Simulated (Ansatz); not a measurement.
C2H8Si2, triplet, at the geometry of the source list (a higher spin typed on purpose: for a closed-shell molecule this is an excited state); HF/6-31G* in Ansatz (an electronic-structure program).

The Ansatz input:
Ansatz 0.2 input:
```yaml
crystal:
  periodic: [false, false, false]
  atoms:
    - {symbol: C, position_ang: [0.25520000, 0.36050000, 1.25210000]}
    - {symbol: Si, position_ang: [1.34730000, -0.24900000, -0.20320000]}
    - {symbol: C, position_ang: [-0.25960000, -0.38980000, -1.24230000]}
    - {symbol: Si, position_ang: [-1.34250000, 0.28120000, 0.19250000]}
    - {symbol: H, position_ang: [0.50550000, 1.34690000, 1.63190000]}
    - {symbol: H, position_ang: [0.25060000, -0.30470000, 2.11220000]}
    - {symbol: H, position_ang: [2.30460000, 0.74140000, -0.69870000]}
    - {symbol: H, position_ang: [2.03750000, -1.52020000, 0.03680000]}
    - {symbol: H, position_ang: [-0.27460000, 0.21000000, -2.14790000]}
    - {symbol: H, position_ang: [-0.50430000, -1.40500000, -1.54560000]}
    - {symbol: H, position_ang: [-1.95990000, 1.58210000, -0.07140000]}
    - {symbol: H, position_ang: [-2.36000000, -0.65340000, 0.68360000]}
basis:
  gaussian:
    orbitals: 6-31G*
hamiltonian:
  xc: hf
magnetization: {spin_polarized: true, initial_magnetization: 2}
```

Q: Write the output that Ansatz gives for this input, abridged.

A: 
```
Functional definition: HF
870 factors; integrals over basis functions are off by at most 6.5e-4 eV
mean field evaluation 1: about -17901.2925 eV, gradient 1.8e1 eV
mean field evaluation 2: about -17901.3652 eV, gradient 1.8e1 eV
mean field evaluation 4: about -17903.5125 eV, gradient 2.2e0 eV
mean field evaluation 8: about -17903.5569 eV, gradient 1.4e-1 eV
mean field evaluation 16: about -17903.5575 eV, gradient 1.7e-3 eV
mean field evaluation 32: about -17904.2489 eV, gradient 2.9e-5 eV
mean field evaluation 64: about -17904.2480 eV, gradient 3.2e-2 eV
mean field evaluation 96: about -17904.2467 eV, gradient 5.7e-2 eV
mean field evaluation 128: about -17903.0304 eV, gradient 5.0e-1 eV
mean field evaluation 160: about -17904.2484 eV, gradient 2.6e-2 eV
mean field evaluation 192: about -17902.6545 eV, gradient 7.0e-1 eV
mean field evaluation 224: about -17902.3212 eV, gradient 4.9e0 eV
mean field evaluation 256: about -17903.5575 eV, gradient 1.0e-4 eV
mean field -17904.24892724 eV, -657.9690121402 hartree, gradient 4.4e-6 eV, S^2 2.018828; 4 other end points of the search recorded, 0 dependent functions left out
reference -17904.24892724 eV, -657.9690121402 hartree; 25, 23 occupied and 59, 61 virtual orbitals, 870 factors
Total energy: -17904.24892724 eV, -657.9690121402 hartree
```
